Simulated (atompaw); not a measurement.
## lithium PAW (atompaw): all-electron and pseudo phase curves

* Element: Li (Z = 3)
* Generator: atompaw 4.2.0.5
* Type: PAW
* Functional: PBEsol
* Relativity: scalar-relativistic
* Frozen core: none
* Valence charge: 3
* Reference configuration: 1s2 2s1 2p0
* Partial waves: 1s (bound): rc 0.50 bohr; 2s (bound): rc 3.00 bohr; 2p (bound, empty): rc 3.00 bohr; 2p channel at 3.4 Ry: rc 3.00 bohr; 3d channel at 0.2 Ry: rc 3.00 bohr
* Local potential: troulliermartins scheme with l = 3 at 0.5 Ry, radius 2.95 bohr
* Core correction: none
* Augmentation charge: besselshape compensation charge, radius 2.60 bohr; PAW radius 3.00 bohr; waves and projectors: custom rrkj vanderbiltortho

The phase is arctan(r·u′/u) with u = r·R(r), unwrapped; energies in Ry, scanned from -6 to 5 Ry. A pole is an energy at which the radial function vanishes at the test radius. The pseudo phase is shifted by a multiple of π to meet the all-electron one at the reference energy, and phase errors are pseudo minus all-electron; the curves can meet again beyond the range given. Levels narrower than the energy grid can be missing from the lists of poles.

| channel | radius (bohr) | reference energy (Ry) | poles, all-electron | poles, pseudo | unbroken range about the reference energy with phases within 0.05 rad | phase error 1 Ry above the reference energy (rad) |
| --- | --- | --- | --- | --- | --- | --- |
| s | 3.00 | -0.21 | 1.03 | 0.95 | below 1.5 | -0.019 |
| p | 3.00 | -0.08 | 0.96, 4.67 | 1.08, 4.91 | below 1.3 | +0.040 |
| d | 3.00 | 0.20 | 2.75 | 3.71 | below 1.0 | +0.083 |

Phases in the s channel:

```json
{"E (Ry)": "-6.00", "all-electron": "1.429", "pseudo": "1.429"}
{"E (Ry)": "-5.52", "all-electron": "1.423", "pseudo": "1.422"}
{"E (Ry)": "-5.04", "all-electron": "1.415", "pseudo": "1.414"}
{"E (Ry)": "-4.56", "all-electron": "1.406", "pseudo": "1.405"}
{"E (Ry)": "-4.08", "all-electron": "1.394", "pseudo": "1.393"}
{"E (Ry)": "-3.60", "all-electron": "1.386", "pseudo": "1.385"}
{"E (Ry)": "-3.12", "all-electron": "1.367", "pseudo": "1.366"}
{"E (Ry)": "-2.64", "all-electron": "1.346", "pseudo": "1.344"}
{"E (Ry)": "-2.16", "all-electron": "1.316", "pseudo": "1.314"}
{"E (Ry)": "-1.68", "all-electron": "1.270", "pseudo": "1.268"}
{"E (Ry)": "-1.20", "all-electron": "1.191", "pseudo": "1.188"}
{"E (Ry)": "-0.72", "all-electron": "1.006", "pseudo": "1.002"}
{"E (Ry)": "-0.24", "all-electron": "0.245", "pseudo": "0.245"}
{"E (Ry)": "0.24", "all-electron": "-1.136", "pseudo": "-1.147"}
{"E (Ry)": "0.72", "all-electron": "-1.475", "pseudo": "-1.493"}
{"E (Ry)": "1.20", "all-electron": "-1.610", "pseudo": "-1.641"}
{"E (Ry)": "1.68", "all-electron": "-1.711", "pseudo": "-1.772"}
{"E (Ry)": "2.16", "all-electron": "-1.838", "pseudo": "-2.005"}
{"E (Ry)": "2.64", "all-electron": "-2.123", "pseudo": "-2.947"}
{"E (Ry)": "3.12", "all-electron": "-3.311", "pseudo": "-4.200"}
{"E (Ry)": "3.60", "all-electron": "-4.277", "pseudo": "-4.480"}
{"E (Ry)": "4.08", "all-electron": "-4.505", "pseudo": "-4.585"}
{"E (Ry)": "4.56", "all-electron": "-4.600", "pseudo": "-4.644"}
```
